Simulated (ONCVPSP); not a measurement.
gadolinium (Gd), ONCV: configuration errors across variants

ONCVPSP 4.0.1 input, shortened (lines: element, Z, core and valence counts, functional; n l f; lmax; l rc ep ncon nbas qcut; lloc lpopt rc5 dvloc0; l nproj debl; icmod fcfact rcfact), PBE, scalar-relativistic:

```
  Gd 64.00    9    5        4      upf
    1    0    2.00
    2    0    2.00
    2    1    6.00
    3    0    2.00
    3    1    6.00
    3    2   10.00
    4    0    2.00
    4    1    6.00
    4    2   10.00
    4    3    7.00
    5    0    2.00
    5    1    6.00
    5    2    1.00
    6    0    0.50
    3
    0    1.90    0.00    5   10    5.80
    1    1.60    0.00    3    6    4.70
    2    3.20    0.00    3    8    4.70
    3    1.45    0.00    4    9   14.20
    4    3    1.05    0.00
    0    2    2.20
    1    2    4.00
    2    1    3.50
    3    2    1.00
    3    1.75    1.60
```

All-electron excitation energies from the reference (eV): (1) 4f7 5s2 5p6 5d1 6s2 -11.976; (2) 4f7 5s2 5p6 5d1 6s1 -5.330; (3) 4f7 5s2 5p6 5d1 6s0 6.770; (4) 4f7 5s2 5p6 5d1 6s1.5 -9.297.

1 further variants failed, have other tests or too few solved ones, and are left out.

A true bound ghost makes a file unfit for plane-wave use even where its test errors are small: the radial tests pick states by their node count and pass the ghost by.

Errors AE − PS in meV (a dash: test not solved or not reliable):

| change | (1) | (2) | (3) | (4) | bound ghosts | GHOST(+) flags above zero |
| --- | --- | --- | --- | --- | --- | --- |
| base | +1.3 | +1.0 | -2.3 | +1.3 | s | p |
| all radii but the core radius scaled by about 0.86 (s 1.64, p 1.38, d 2.76, f 1.26 bohr); local potential polynomial inside 0.90 bohr (lpopt 3, dvloc0 0 Ha) | +2.5 | +1.3 | -1.9 | +2.1 | s | p |
| all radii but the core radius scaled by about 1.04 (s 1.98, p 1.66, d 3.34, f 1.52 bohr); local potential polynomial inside 1.10 bohr (lpopt 3, dvloc0 0 Ha) | +0.7 | +0.9 | -2.5 | +1.0 | none | s, p |
| all radii but the core radius scaled by about 1.24 (s 2.36, p 2.00, d 3.98, f 1.80 bohr); local potential polynomial inside 1.30 bohr (lpopt 3, dvloc0 0 Ha) | -3.6 | +0.1 | -3.7 | -1.6 | none | s |
| all radii but the core radius scaled by about 1.29 (s 2.46, p 2.06, d 4.12, f 1.88 bohr); local potential polynomial inside 1.36 bohr (lpopt 3, dvloc0 0 Ha) | -5.0 | -0.1 | -4.0 | -2.3 | none | s |

Q: Give the same row for: all radii but the core radius scaled by about 1.15 (s 2.18, p 1.84, d 3.66, f 1.66 bohr); local potential polynomial inside 1.20 bohr (lpopt 3, dvloc0 0 Ha).

A: -1.2, +0.5, -3.1, -0.2; bound ghosts: none; GHOST(+) flags above zero: s, p.
